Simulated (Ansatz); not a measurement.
`C[O][Sn]([F])([F])[GeH3]` + H–F → `[F][Sn]([F])([F])[GeH3]` + CH₃OH at 500 K and 1 bar (ligand exchange at the Sn–O bond).

Computed with Ansatz on PBE0-D4/def2-TZVP structures; ΔE is electronic, products minus reactants. CBS: MP2 limit from def2 TZ/QZ plus the TZ coupled-cluster correction, frozen cores. This one scheme is used for every species. def2 core potentials past Kr. For Ge, Sn outer-core shells are correlated without core-valence functions, which leaves a few kJ/mol of doubt a bond. Scalar relativity is left out up to krypton. One conformer a species, not always the lowest.

| species | CCSD(T)/CBS energy (Eh) | H − E (kJ/mol) | S (J/(mol·K)) |
| --- | --- | --- | --- |
| `C[O][Sn]([F])([F])[GeH3]` | -2606.64402 | 246.2 | 547.7 |
| H–F | -100.39570 | 39.4 | 188.7 |
| `[F][Sn]([F])([F])[GeH3]` | -2591.43115 | 129.1 | 465.0 |
| CH₃OH | -115.61712 | 157.0 | 265.4 |

H − E and S are ideal-gas, rigid-rotor, harmonic terms from PBE0-D4/def2-TZVP, for one conformer and one mirror image of each species. 1 Eh = 2625.50 kJ/mol, R = 8.31446 J/(mol·K).

Task: By hand: ΔE, ΔH, ΔS and ΔG.

Result: ΔE = (-2591.43115) + (-115.61712) − (-2606.64402) − (-100.39570) = -0.00855 Eh = -22.4 kJ/mol. Δ(H − E) = 129.1 + 157.0 − 246.2 − 39.4 = 0.5, so ΔH = -21.9 kJ/mol. ΔS = 465.0 + 265.4 − 547.7 − 188.7 = -6.0 J/(mol·K). ΔG = -21.9 − 500 × (-6.0)/1000 = -18.9 kJ/mol.

Task: By hand: the equilibrium constant, and the temperature at which ΔG would vanish if ΔH and ΔS stayed fixed.

Result: log₁₀ K = −ΔG/(RT ln 10) = 2.0. ΔG = 0 at ΔH/ΔS = 3650 K, far beyond where these terms or the molecules hold.

The number of gas molecules stays the same, so ΔS is small and ΔH decides. A doubt of 5 kJ/mol in ΔE shifts log₁₀ K by 0.5 here. Other conformers and mirror images would add mixing entropy, several J/(mol·K) or more a flexible species. Modes under 60 cm⁻¹, often nearly free rotors, make the harmonic entropy too high. These are equilibria of isolated gas molecules and say nothing of rates. Largest T1 diagnostic: 0.014 (customary marks: 0.02 for closed shells, 0.045 for open ones).
